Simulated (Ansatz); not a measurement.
Be₃⁻, relaxed as a quartet with UKS B3LYP/def2-TZVPD in Ansatz, starting from the B3LYP/def2-TZVPD geometry of the charge -1 doublet. Force threshold 0.02 eV/Å.

The highest occupied level of the charge -1 quartet lies above zero (up to 0.15 eV). It is a level of α spin, whose loss leaves a triplet; that state wasn't run at this geometry and level. The electron is either unbound and held by the finite basis, or the level is raised by self-interaction error. At B3LYP/def2-TZVPD a doublet of charge -1 lies 0.54 eV below the quartet, each at its own geometry. The structure comes from a short search, and lower isomers may exist.

Start:

```
atom   x (Å)   y (Å)   z (Å)
 Be1  -0.171   0.339  -1.148
 Be2   0.012   0.829   0.881
 Be3   0.159  -1.168   0.268
```

Q: Estimate the energy that the relaxation releases and the steps that it takes.

A: 7.4 kJ/mol, in 4 steps; 5 s on 4 threads of Arm Neoverse V2 on a shared host. The force fell under the threshold at step 3, but the optimiser went on. No frequencies were taken in this run, so the end may be a saddle point.

Q: Does the start keep its bonding and symmetry?

A: By distances, no bond broke or formed. The bond that changes most is Be1–Be2, from 2.10 to 2.21 Å (atoms count from 1). Point group D3h at the start, C2v at the end, both within 0.05 Å.

Q: Predict the relaxed structure.

A: 
```xyz
3

Be   -0.170    0.279   -1.192
Be    0.023    0.794    0.946
Be    0.146   -1.073    0.246
```
Bond lengths (bridged metal pairs left out): 3 × Be–Be 2.00 to 2.21 Å.
